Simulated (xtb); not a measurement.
Here is a job for xtb.
```
$ xtb mol.xyz --gfn 2 --uhf 2 --opt vtight --json

# file mol.xyz
2

O      0.07919040    -0.07750189    -0.87460236
Te    -0.06425598    -0.01783055     0.87509027
```

What total energy at the end of the optimisation does xtb with GFN2-xTB give?

-7.0691 Eh

What dipole moment does GFN2-xTB give?

3.47 D
